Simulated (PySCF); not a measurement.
Compound: C2H4N2OSi.
Numbering: `[N:1]#[C:2]/[CH:3]=[N:4]/[SiH2:5][OH:6]` (hydrogens: H7 on C3; H8, H9 on Si5; H10 on O6)

Method: PBE0-D3(BJ)/def2-SVP geometry optimisation, gas phase in PySCF; density fitting, grid level 1; the optimiser is geomeTRIC in internal coordinates, started from a GFN2-xTB structure with every atom displaced at random (about 0.01 Å).

Step 4: E = -15024.4370 eV
```
atom  x, y, z in Å  |  force x, y, z in eV/Å
N1      3.5445    0.7731   -0.4825   -0.001  -0.008  -0.006
C2      2.4992    0.2740   -0.4793   -0.011   0.003   0.020
C3      1.2023   -0.3817   -0.4812    0.303  -0.200  -0.158
N4      0.1549    0.2388   -0.1690   -0.241   0.179   0.117
Si5    -1.4870   -0.3873   -0.1037   -0.040   0.031  -0.001
O6     -2.4762    0.6724   -0.8976    0.025  -0.013  -0.006
H7      1.2527   -1.4488   -0.7887   -0.023   0.031   0.022
H8     -1.7817   -0.4969    1.3538   -0.008  -0.007  -0.012
H9     -1.6403   -1.6926   -0.8011    0.014  -0.041   0.008
H10    -2.3656    1.6042   -0.6849   -0.018   0.024   0.016
```

Step 5: E = -15024.4397 eV
```
atom  x, y, z in Å  |  force x, y, z in eV/Å
N1      3.5600    0.7436   -0.4845    0.005  -0.005  -0.004
C2      2.5059    0.2637   -0.4780   -0.061  -0.005   0.031
C3      1.1982   -0.3712   -0.4796    0.167  -0.076  -0.135
N4      0.1583    0.2596   -0.1508   -0.099   0.077   0.075
Si5    -1.4816   -0.3817   -0.1005   -0.003   0.031  -0.015
O6     -2.4778    0.6629   -0.9063    0.040  -0.006   0.002
H7      1.2296   -1.4320   -0.8079   -0.019   0.005   0.026
H8     -1.7932   -0.4921    1.3525   -0.011  -0.006  -0.001
H9     -1.6002   -1.6933   -0.7961   -0.001  -0.013   0.012
H10    -2.3965    1.5957   -0.6830   -0.018  -0.003   0.010
```

Q: Estimate the geometry and energy of step 6. (The exact step hangs on the optimiser's Hessian estimate; all steps are aligned on step 5, rigid shifts and turns removed.)

A: E = -15024.4411 eV, largest force 0.239 eV/Å
```
atom  x, y, z in Å  |  force x, y, z in eV/Å
N1      3.5683    0.7080   -0.4720    0.003   0.020   0.010
C2      2.5049    0.2491   -0.4736    0.017  -0.107  -0.043
C3      1.1888   -0.3649   -0.4920    0.019   0.235   0.037
N4      0.1715    0.2878   -0.1209   -0.029  -0.163  -0.019
Si5    -1.4665   -0.3707   -0.0910    0.018   0.021  -0.020
O6     -2.4680    0.6480   -0.9227    0.037   0.009  -0.002
H7      1.1893   -1.4130   -0.8571   -0.025  -0.003   0.012
H8     -1.8102   -0.4762    1.3544   -0.005  -0.001   0.010
H9     -1.5354   -1.6928   -0.7768   -0.021   0.017   0.011
H10    -2.4398    1.5801   -0.6826   -0.014  -0.026   0.004
```

The energy changes by -0.0014 eV. The first-order estimate −F·Δx gives -0.0045 eV and the mean of the old and new forces, exact on a quadratic surface, -0.0007 eV. The step makes an angle of 83° with the force vector and moves no atom by more than 0.068 Å.

The cost below is that of the whole optimisation. Time: 48 s; peak memory 0.43 GiB. Hardware: Arm Neoverse V1, one thread, on a shared host.
